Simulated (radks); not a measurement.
The numbers below are computed, except where a source is named.
The germanium ion Ge4+, configuration [Ar] 3d10.

Code: a radial shooting solver on a logarithmic mesh with Libxc functionals. Model: Dirac Kohn-Sham, PBE, spin-unpolarised, spherical densities, finite nucleus; Fermi nuclear charge, rms radius 4.0742 fm.

Energy parts (eV):
total: -57010.495
kinetic: 58219.626
electron-nucleus: -136200.932
Hartree: 23104.482
exchange-correlation: -2133.671

Orbitals (lengths in bohr, moments of r in powers of bohr):
orbital,occ.,eigenvalue (eV),<1/r>,<r>,small-component weight
1s1/2,2,-11008.03,32.38,0.04700,1.34e-02
2s1/2,2,-1420.454,7.150,0.2098,2.60e-03
2p1/2,2,-1268.997,7.112,0.1812,2.58e-03
2p3/2,4,-1237.110,6.918,0.1848,2.53e-03
3s1/2,2,-217.5879,2.293,0.6236,5.95e-04
3p1/2,2,-167.5902,2.167,0.6385,5.45e-04
3p3/2,4,-163.3064,2.121,0.6490,5.31e-04
3d3/2,4,-78.3838,1.812,0.7143,4.08e-04
3d5/2,6,-77.7854,1.800,0.7188,4.04e-04
4s1/2,0,-52.2906,0.7506,1.763,1.02e-04
4p1/2,0,-41.2456,0.6605,1.983,8.32e-05
4p3/2,0,-40.7769,0.6525,2.004,8.20e-05

The highest occupied level is 3d5/2 at -77.785 eV. The density falls to 0.001 e/bohr^3 at r = 2.36 bohr.
